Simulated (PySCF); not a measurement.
A side-by-side comparison of computed properties.

First species: C6H7P.
SMILES: `C#CP(C#C)CC`

Second species: 2-methylpyrimidine, C5H6N2.
Geometry (GFN2-xTB, Å), atoms numbered from 1 in this order:
```xyz
13
C5H6N2 angstrom
C      2.1922   -0.1989    0.1163
C      0.7103   -0.0661    0.0213
N      0.2122    1.1540   -0.1431
C     -1.1023    1.2713   -0.2056
C     -1.9491    0.1767   -0.1074
C     -1.3274   -1.0522    0.0604
N     -0.0134   -1.1750    0.1227
H      2.5016   -1.1744   -0.2467
H      2.6734    0.5953   -0.4465
H      2.4901   -0.1100    1.1604
H     -1.4799    2.2777   -0.3384
H     -3.0207    0.2745   -0.1599
H     -1.8916   -1.9725    0.1489
```

Levels: B3LYP/def2-SVPD for dipole moment, HOMO energy, LUMO energy, HOMO–LUMO gap, static isotropic polarisability and electronic spatial extent ⟨r²⟩ about the centre of nuclear charge; TDDFT B3LYP/def2-SVPD for lowest singlet excitation; TDA B3LYP/def2-SVPD for lowest triplet excitation (Tamm–Dancoff); GFN2-xTB for rotational constant A and rotational constant C. Geometries: GFN2-xTB. Each species is one conformer at its optimised geometry, gas phase, non-relativistic unless stated; the electronic structure was computed with PySCF and density fitting.

Dipoles, sizes and rotational constants follow the conformer. The torsions of the flexible species, by atom-mapped SMILES:
- `[CH:1]#[C:2][P:3]([C:4]#[CH:5])[CH2:6][CH3:7]`: C2–P3–C6–C7 73°

```csv
property,column X,column Y
dipole moment,1.27 D,1.70 D
HOMO energy,-6.80 eV,-6.97 eV
LUMO energy,-0.66 eV,-1.40 eV
HOMO–LUMO gap,6.14 eV,5.57 eV
lowest singlet excitation,5.06 eV,4.18 eV
lowest triplet excitation (Tamm–Dancoff),4.52 eV,3.70 eV
static isotropic polarisability,94.7 au,69.4 au
electronic spatial extent ⟨r²⟩ about the centre of nuclear charge,1003 bohr²,646 bohr²
rotational constant A,2.648 GHz,5.986 GHz
rotational constant C,1.240 GHz,1.925 GHz
```

Task: Which column belongs to which species?

Result: Column X is the first species and column Y the second. The first has 14 atoms and 58 electrons, the second 13 and 50.

Task: How does each property change from the first species to the second?

Result: dipole moment +0.43 D; HOMO energy -0.17 eV; LUMO energy -0.74 eV; HOMO–LUMO gap -0.57 eV; lowest singlet excitation -0.88 eV; lowest triplet excitation (Tamm–Dancoff) -0.82 eV; static isotropic polarisability -25.3 au; electronic spatial extent ⟨r²⟩ about the centre of nuclear charge -357 bohr²; rotational constant A +3.338 GHz; rotational constant C +0.685 GHz.

On the first: The principal polarisabilities are 71.8, 98.5 and 113.9 au; their mean is the isotropic value. A dipole of 1.27 D is allowed in C1, and pure rotational transitions are dipole-allowed.

On the second: The polarisability is 10.28 Å³ as a volume (1 au = 0.148185 Å³), or 1.39 au for each of the 50 electrons. S1 lies 1.39 eV below the HOMO–LUMO gap; its leading configuration is HOMO→LUMO, weight 1.00.
